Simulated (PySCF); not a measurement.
MoF₂ + NH₃ → H₃MoN + F₂

Level: PBE0 in the def2-TZVP basis family, computed in PySCF with density fitting; scalar-relativistic core potentials for atoms from Rb on, none lighter, no spin–orbit coupling; open shells unrestricted.

```json
{"species": "MoF₂", "state and structure": "quintet, C2v, Mo–F 1.868 Å (×2); F–Mo–F 134.2°", "ZPE (kJ/mol)": "8.8", "H(298 K) − H(0) (kJ/mol)": "12.3", "S° (J/(mol K))": "292.0"}
{"species": "NH₃", "state and structure": "singlet, C3v, N–H 1.013 Å (×3); H–N–H 107.1° (×3)", "ZPE (kJ/mol)": "90.6", "H(298 K) − H(0) (kJ/mol)": "10.0", "S° (J/(mol K))": "192.4"}
{"species": "H₃MoN", "state and structure": "singlet, C3v, Mo–H 1.699 Å (×3), Mo–N 1.612 Å; H–Mo–H 118.3° (×3), H–Mo–N 97.5° (×3)", "ZPE (kJ/mol)": "64.2", "H(298 K) − H(0) (kJ/mol)": "11.3", "S° (J/(mol K))": "252.1"}
{"species": "F₂", "state and structure": "singlet, D∞h, F–F 1.376 Å", "ZPE (kJ/mol)": "6.6", "H(298 K) − H(0) (kJ/mol)": "8.7", "S° (J/(mol K))": "201.9"}
```

Problem. Is the gas-phase reaction uphill or downhill in electronic energy at this level, and by how much?

Solution. At PBE0/def2-TZVP, ΔE = 760.0 kJ/mol, uphill. 

Problem. Add zero-point, thermal and entropy terms for 298.15 K and 1 bar.

Solution. ΔZPE = -28.6 and Δ[H(298) − H(0)] = -2.3 kJ/mol give ΔH° = 729.1 kJ/mol. ΔS° = -30.4 J/(mol K), so ΔG° = 729.1 − 298.15 × (-0.0304) = 738 kJ/mol.

Open d or f shells are single determinants, so the state found may not be the ground state. Only the bonding shown was studied: isomers, or loss of a ligand pair, can lie lower.
